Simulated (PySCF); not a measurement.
## Lu (lutetium, neutral) across methods

[Xe] 4f14 5d3, high-spin 4F determinant (an excited configuration). Calculation: PySCF 2.14, in ANO-RCC-VTZP; scalar relativity by spin-free X2C-1e.

```json
{"method": "UHF", "E (hartree)": "-14557.62992", "mean ε 4f α (eV)": "-19.325", "mean ε 4f β (eV)": "-19.321", "mean ε 5d α (eV)": "-3.469", "Σ⟨r²⟩ (bohr²)": "68.93", "⟨S²⟩": "3.756"}
{"method": "B3LYP", "E (hartree)": "-14563.12", "mean ε 4f α (eV)": "-9.641", "mean ε 4f β (eV)": "-9.513", "mean ε 5d α (eV)": "-1.695", "Σ⟨r²⟩ (bohr²)": "69.35", "⟨S²⟩": "3.751"}
{"method": "PW91", "E (hartree)": "-14564.40", "mean ε 4f α (eV)": "-7.182", "mean ε 4f β (eV)": "-7.040", "mean ε 5d α (eV)": "-1.267", "Σ⟨r²⟩ (bohr²)": "69.61", "⟨S²⟩": "3.751"}
{"method": "r2SCAN", "E (hartree)": "-14562.92", "mean ε 4f α (eV)": "-6.786", "mean ε 4f β (eV)": "-6.637", "mean ε 5d α (eV)": "-1.240", "Σ⟨r²⟩ (bohr²)": "68.63", "⟨S²⟩": "3.753"}
{"method": "PBE0", "E (hartree)": "-14562.59", "mean ε 4f α (eV)": "-10.228", "mean ε 4f β (eV)": "-10.105", "mean ε 5d α (eV)": "-1.863", "Σ⟨r²⟩ (bohr²)": "68.94", "⟨S²⟩": "3.752"}
{"method": "LDA", "E (hartree)": "-14553.18", "mean ε 4f α (eV)": "-7.446", "mean ε 4f β (eV)": "-7.295", "mean ε 5d α (eV)": "-1.284", "Σ⟨r²⟩ (bohr²)": "69.49", "⟨S²⟩": "3.751"}
{"method": "PBE", "E (hartree)": "-14562.86", "mean ε 4f α (eV)": "-7.099", "mean ε 4f β (eV)": "-6.958", "mean ε 5d α (eV)": "-1.212", "Σ⟨r²⟩ (bohr²)": "69.67", "⟨S²⟩": "3.751"}
```

Spin-orbit coupling, absent here, splits the open shell strongly.
